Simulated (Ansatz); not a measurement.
```xyz
2

B     0.0000    0.0000    0.0000
B     0.0000    0.0000    1.9080
```

Basis set: STO-3G (spherical functions). Frozen core: 2 orbitals. Charge 0, multiplicity 1.

Computed with Ansatz (development build ahead of 0.2.0); the reference of a correlated method needn't be the lowest determinant of its kind. Restricted open shells among the atoms or ions are ROHF, correlated in semicanonical orbitals with singles.

(1) Give the atomization energy at this shape (free ground-state atoms in the same class of orbitals less the molecule, no zero-point energy) of singlet B₂ by RHF-CCSD(T), RHF-CCSD.

Results:

(1)

```csv
method,atomization energy
RHF-CCSD(T),1.91 eV
RHF-CCSD,1.90 eV
```

Caution: another spin multiplicity may lie lower; no unrestricted run beside it, a lower state can exist; the program doubts this total.

This basis has no polarisation functions and is too small for such energies, which can lie far from measured ones in either direction.
